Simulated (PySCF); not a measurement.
Polarisability and C₆ of Sr (strontium, neutral)

[Kr] 5s2, closed-shell 1S. All numbers are calculated (PySCF 2.14, a scalar-relativistic core potential, in def2-TZVPPD with the def2 core potential (28 electrons)). Coupled (time-dependent) response in atomic units; α is the mean over directions.

| method | mean α (bohr³) | C₆ (like pair) | S(−4) |
| --- | --- | --- | --- |
| UHF | 230.7 | 4030 | 24220 |
| PBE | 195.3 | 3149 | 17580 |
| PBE0 | 203.6 | 3352 | 18960 |
| M06-L | 169.4 | 2645 | 12460 |
| PW91 | 192.1 | 3069 | 17030 |

S(−4) is the Cauchy moment in α(ω) = α(0) + S(−4) ω² + …

Reference α: 197.2 ± 0.2 bohr³ (recommended; Schwerdtfeger and Nagle, table of static dipole polarizabilities (2023 update)). Published C₆: 3175 (Chu and Dalgarno (2004); Tang, Norbeck and Certain (1976)).

Hartree-Fock lies above the reference because it lacks correlation, which contracts the outer shell.

α(iu) at UHF:

```json
{"u (hartree)": "0", "α(iu) (bohr³)": "230.7"}
{"u (hartree)": "0.0500", "α(iu) (bohr³)": "183.0"}
{"u (hartree)": "0.100", "α(iu) (bohr³)": "114.1"}
{"u (hartree)": "0.200", "α(iu) (bohr³)": "48.05"}
{"u (hartree)": "0.300", "α(iu) (bohr³)": "26.44"}
{"u (hartree)": "0.500", "α(iu) (bohr³)": "12.81"}
{"u (hartree)": "0.750", "α(iu) (bohr³)": "7.556"}
{"u (hartree)": "1.00", "α(iu) (bohr³)": "5.217"}
{"u (hartree)": "1.50", "α(iu) (bohr³)": "2.977"}
{"u (hartree)": "2.00", "α(iu) (bohr³)": "1.913"}
{"u (hartree)": "3.00", "α(iu) (bohr³)": "0.9627"}
{"u (hartree)": "5.00", "α(iu) (bohr³)": "0.3750"}
```

A single London oscillator, α(iu) = α/(1 + u²/ω²), gives C₆ = (3/4) ω α². Matching the computed C₆ needs ω = 4 × 4030 / (3 × 230.7²) = 0.101 hartree.

Energies and moments cover only the electrons outside the core potential.
